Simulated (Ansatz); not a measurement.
Bond stretch in SiH, doublet.

Methods: UHF/cc-pVTZ (Ansatz, a first-principles code); UMP2 = MP2 on UHF/cc-pVTZ, frozen core (Ansatz); UCCSD = CCSD on UHF/cc-pVTZ, frozen core in Ansatz; UCCSD(T) = CCSD(T) on UHF/cc-pVTZ, frozen core run with Ansatz; UCCSDT = CCSDT on UHF/cc-pVTZ, frozen core (Ansatz); UCCSDT(Q) = CCSDT(Q) on UHF/cc-pVTZ, frozen core run with Ansatz; UKS-PBE = Ansatz with unrestricted PBE/cc-pVTZ; UKS-BLYP = Ansatz with unrestricted BLYP/cc-pVTZ; FCI = full CI/cc-pVTZ, frozen core (Ansatz).

All curves are set to zero at 1.53 Å and compared with full CI in the same basis at 1.53, 1.59, 1.61, 1.70, 1.78, 1.91, 2.07, 2.31, 2.52, 2.77, 3.02, 3.40, 3.78, 4.17, 4.62, 5.29, 6.11 Å.

Question: Order the methods by the spread of their error (largest minus smallest) over these points.

Answer: UCCSDT(Q) has the smallest spread and UHF the largest. In order (kJ/mol): UCCSDT(Q) 0.78, UCCSDT 1.82, UCCSD(T) 9.65, UKS-PBE 10.65, UCCSD 15.28, UKS-BLYP 23.36, UMP2 54.65, UHF 98.73.

Errors against full CI at some of the points (kJ/mol):

```json
[
 {"method": "UCCSDT(Q)", "1.91 Å": "0.0", "2.31 Å": "0.0", "3.02 Å": "0.2", "3.78 Å": "0.3", "6.11 Å": "-0.5"},
 {"method": "UCCSDT", "1.91 Å": "0.1", "2.31 Å": "0.4", "3.02 Å": "1.3", "3.78 Å": "0.7", "6.11 Å": "-0.5"},
 {"method": "UCCSD(T)", "1.91 Å": "0.5", "2.31 Å": "3.3", "3.02 Å": "9.0", "3.78 Å": "1.6", "6.11 Å": "-0.7"},
 {"method": "UKS-PBE", "1.91 Å": "-8.5", "2.31 Å": "-9.7", "3.02 Å": "-0.1", "3.78 Å": "0.5", "6.11 Å": "0.3"},
 {"method": "UCCSD", "1.91 Å": "1.9", "2.31 Å": "8.0", "3.02 Å": "10.3", "3.78 Å": "0.2", "6.11 Å": "-2.2"},
 {"method": "UKS-BLYP", "1.91 Å": "-8.6", "2.31 Å": "-13.1", "3.02 Å": "-5.0", "3.78 Å": "3.8", "6.11 Å": "10.3"},
 {"method": "UMP2", "1.91 Å": "6.4", "2.31 Å": "35.9", "3.02 Å": "2.5", "3.78 Å": "-15.9", "6.11 Å": "-18.8"},
 {"method": "UHF", "1.91 Å": "10.4", "2.31 Å": "10.0", "3.02 Å": "-54.6", "3.78 Å": "-78.0", "6.11 Å": "-81.9"}
]
```

The unrestricted determinant behind UHF, UMP2, UCCSD, UCCSD(T), UCCSDT, UCCSDT(Q) is spin-contaminated at 1.15 to 1.28, 2.31 to 6.11 Å (<S²> up to 1.8, against 0.75 for a pure doublet). The unrestricted determinant behind UKS-PBE, UKS-BLYP is spin-contaminated at 2.77 to 6.11 Å (<S²> up to 1.8, against 0.75 for a pure doublet).
